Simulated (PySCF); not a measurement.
B(OMe)2(iPr), SMILES C(B(OC)OC)(C)C (GFN2-xTB optimised geometry):

```
21

B     -0.178    -0.524     0.000
O      1.186    -0.524     0.000
C      1.984    -1.679    -0.001
H      1.754    -2.321    -0.855
H      3.024    -1.355    -0.066
H      1.844    -2.253     0.919
O     -0.800     0.675     0.000
C     -0.085     1.891     0.001
H      0.538     1.972    -0.893
H     -0.817     2.699     0.016
H      0.560     1.959     0.879
C     -1.105    -1.843    -0.039
C     -1.452    -2.192    -1.494
C     -2.397    -1.662     0.762
H     -0.566    -2.699     0.384
H     -2.060    -3.095    -1.537
H     -2.011    -1.377    -1.948
H     -0.551    -2.357    -2.082
H     -2.173    -1.484     1.811
H     -3.024    -2.549     0.686
H     -2.949    -0.807     0.383
```

Method: PBE0/def2-SVP (PySCF).

**Question.** What are the frontier orbital energies and the dipole moment?

**Answer.** HOMO-2 -8.86 eV, HOMO-1 -8.03 eV, HOMO -7.81 eV, LUMO 1.34 eV, LUMO+1 1.68 eV; dipole moment 1.55 D.

On the same geometry PySCF with PBE/def2-SVP gives HOMO-2 -7.21 eV, HOMO-1 -6.44 eV, HOMO -6.33 eV, LUMO 0.35 eV, LUMO+1 0.82 eV; dipole moment 1.51 D.

Meta-Löwdin charges at PBE0/def2-SVP: B1 0.41, O2 -0.39, C3 -0.07, H4 0.10, H5 0.11, H6 0.10, O7 -0.38, C8 -0.08, H9 0.10, H10 0.11, H11 0.10, C12 -0.17, C13 -0.29, C14 -0.29, H15 0.08, H16 0.09, H17 0.10, H18 0.09, H19 0.09, H20 0.09, H21 0.10.
